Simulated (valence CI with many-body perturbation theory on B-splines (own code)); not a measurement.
# E1 transitions of Os IV

Method: configuration interaction combined with many-body perturbation theory (CI+MBPT): five valence electrons over a frozen Dirac-Fock core [Xe] 4f14, a basis of 7 s, 7 p, 8 d, 6 f, 4 g, 1 h functions for each j, with the one-electron correlation potential Σ1, the two-electron term Σ2, the three-electron term Σ3, Breit, model QED; selected CI, second order for the rest, scaled by the run's own slope (own B-spline code, finite nucleus).

No measured spectrum was set against this ion. As an estimate, terms of the open shell hold to 2 to 4 % of their energy, and close levels can change places; different configurations can be misplaced against each other by 1,000 to 8,000 cm⁻¹. Among the levels kept, up to 2400 cm⁻¹ of a level comes from second order outside the variational space, and about a tenth of that is noise between levels of different J, which matters for small intervals.

Lines 101 to 150 of 548 in falling wavelength, among levels below 153583 cm⁻¹, chosen from the strongest by gf and those to the six lowest levels. Wavelengths and rates use the calculated energies, so an error of 2000 cm⁻¹ moves a line at 159.5 nm by 3.2 % and its rate by three times that or more. Electric multipoles are in the length gauge, E1 and E2 with the static RPA response of the core. Weak lines are less certain than strong ones. Lines between different terms over intervals too small for the method are left out, as are lines whose strength nearly cancels. Where a level lies close to another of its J and parity, the split of strength between their lines is uncertain. The highest levels of a list are the least certain.

Names give the largest LS component (configuration and term), which can be under half, so a name can repeat, a term be missing and a line seem to break the LS rules; names also repeat where a configuration has a term twice. Letters in brackets count levels of one name in rising energy.

```tsv
λ vac (nm)	Upper	Lower	A (s⁻¹)	S (a.u.)
159.5	5d⁴6p ²F°_5/2 [b]	5d⁴6s ²F_5/2 [b]	9.59e+07	1.15e+00
159.3	5d⁴6p ⁴F°_3/2 [a]	5d⁴6s ⁴D_1/2 [a]	2.15e+08	1.72e+00
159.0	5d⁴6p ²F°_7/2 [c]	5d⁴6s ²F_5/2 [b]	5.63e+07	8.94e-01
158.7	5d⁴6p ⁴P°_5/2 [a]	5d⁴6s ⁴D_5/2 [a]	9.29e+07	1.10e+00
158.3	5d⁴6p ⁴F°_9/2 [c]	5d⁴6s ⁴H_9/2 [b]	1.11e+08	2.17e+00
158.2	5d⁴6p ⁴D°_7/2 [a]	5d⁴6s ⁴D_7/2 [b]	1.80e+08	2.82e+00
157.6	5d⁴6p ⁴F°_7/2 [b]	5d⁴6s ⁴D_7/2 [a]	1.14e+08	1.76e+00
157.6	5d⁴6p ⁴H°_11/2 [b]	5d⁴6s ⁴G_9/2	4.11e+07	9.52e-01
157.3	5d⁴6p ⁶D°_3/2	5d⁴6s ⁴D_3/2 [a]	1.61e+08	1.23e+00
157.2	5d⁴6p ²H°_11/2 [b]	5d⁴6s ²G_9/2 [a]	4.97e+07	1.14e+00
157.2	5d⁴6p ²H°_11/2 [b]	5d⁴6s ²H_11/2	1.15e+08	2.65e+00
157.0	5d⁴6p ²D°_3/2 [b]	5d⁴6s ⁴D_1/2 [c]	1.75e+08	1.34e+00
156.8	5d⁴6p ⁴G°_9/2 [a]	5d⁴6s ⁴G_11/2 [a]	1.91e+08	3.63e+00
156.8	5d⁴6p ⁶F°_3/2	5d⁴6s ⁶D_1/2	1.66e+08	1.26e+00
156.3	5d⁴6p ⁴F°_9/2 [b]	5d⁴6s ⁴D_7/2 [b]	1.54e+08	2.90e+00
156.3	5d⁴6p ⁴F°_9/2 [f]	5d⁴6s ²G_9/2 [a]	1.02e+08	1.92e+00
156.3	5d⁴6p ⁶P°_5/2 [a]	5d⁴6s ⁶D_7/2	4.85e+08	5.49e+00
156.3	5d⁴6p ²K°_13/2	5d⁴6s ⁴G_11/2 [a]	2.22e+08	5.85e+00
156.1	5d⁴6p ⁶P°_7/2	5d⁴6s ⁶D_9/2	5.93e+08	8.90e+00
155.8	5d⁴6p ⁴F°_9/2 [a]	5d⁴6s ⁶D_7/2	1.08e+08	2.02e+00
155.7	5d⁴6p ²I°_11/2 [b]	5d⁴6s ⁴G_11/2 [b]	4.14e+07	9.26e-01
155.6	5d⁴6p ²F°_7/2 [a]	5d⁴6s ⁴G_5/2	7.88e+07	1.17e+00
155.6	5d⁴6p ⁴G°_5/2 [e]	5d⁴6s ²G_7/2 [a]	8.50e+07	9.47e-01
155.0	5d⁴6p ⁴F°_5/2 [a]	5d⁴6s ⁴D_3/2 [a]	1.32e+08	1.46e+00
154.9	5d⁴6p ⁶F°_5/2	5d⁴6s ⁶D_3/2	1.92e+08	2.12e+00
154.9	5d⁴6p ⁴F°_7/2 [a]	5d⁴6s ⁴D_5/2 [a]	8.01e+07	1.18e+00
154.7	5d⁴6p ⁶F°_7/2 [a]	5d⁴6s ⁶D_5/2	1.71e+08	2.50e+00
154.5	5d⁴6p ⁴G°_9/2 [a]	5d⁴6s ⁴G_9/2	7.80e+07	1.42e+00
154.3	5d⁴6p ⁴F°_7/2 [c]	5d⁴6s ²G_7/2 [a]	6.14e+07	8.90e-01
153.6	5d⁴6p ²I°_13/2 [b]	5d⁴6s ⁴G_11/2 [b]	3.68e+07	9.24e-01
153.3	5d⁴6p ²F°_7/2 [c]	5d⁴6s ²G_7/2 [b]	1.21e+08	1.72e+00
153.2	5d⁴6p ²G°_9/2	5d⁴6s ⁴G_11/2 [b]	7.19e+07	1.28e+00
153.2	5d⁴6p ⁴D°_7/2 [d]	5d⁴6s ²F_5/2 [b]	7.60e+07	1.08e+00
153.2	5d⁴6p ⁴F°_9/2 [b]	5d⁴6s ⁴D_7/2 [a]	1.35e+08	2.39e+00
153.2	5d⁴6p ²H°_9/2	5d⁴6s ²G_7/2 [a]	2.50e+08	4.44e+00
153.1	5d⁴6p ⁴F°_5/2 [b]	5d⁴6s ⁴G_5/2	1.80e+08	1.92e+00
152.8	5d⁴6p ⁴P°_3/2 [c]	5d⁴6s ⁴P_5/2 [b]	1.30e+08	9.18e-01
151.9	5d⁴6p ⁴G°_9/2 [d]	5d⁴6s ²G_7/2 [b]	1.17e+08	2.03e+00
151.9	5d⁴6p ²I°_11/2 [a]	5d⁴6s ⁴H_9/2 [b]	7.44e+07	1.54e+00
151.8	5d⁴6p ²D°_3/2 [d]	5d⁴6s ²D_3/2 [a]	2.19e+08	1.52e+00
151.7	5d⁴6p ⁴D°_3/2 [c]	5d⁴6s ⁴D_5/2 [a]	2.88e+08	1.99e+00
151.5	5d⁴6p ⁴G°_7/2 [a]	5d⁴6s ⁴G_5/2	1.98e+08	2.72e+00
151.4	5d⁴6p ⁴F°_9/2 [b]	5d⁴6s ⁴H_11/2	8.14e+07	1.39e+00
151.4	5d⁴6p ⁴H°_13/2	5d⁴6s ⁴G_11/2 [a]	6.75e+07	1.62e+00
151.2	5d⁴6p ⁴D°_7/2 [b]	5d⁴6s ⁴D_7/2 [a]	1.01e+08	1.38e+00
150.8	5d⁴6p ²H°_9/2	5d⁴6s ⁴G_11/2 [b]	5.45e+07	9.23e-01
149.5	5d⁴6p ⁴F°_9/2 [e]	5d⁴6s ²H_9/2	3.22e+08	5.31e+00
149.5	5d⁴6p ²H°_11/2 [b]	5d⁴6s ²I_13/2	1.39e+08	2.75e+00
149.4	5d⁴6p ⁴H°_11/2 [b]	5d⁴6s ⁴H_9/2 [b]	3.67e+08	7.25e+00
149.3	5d⁴6p ²F°_7/2 [b]	5d⁴6s ²G_7/2 [a]	2.37e+08	3.12e+00
```
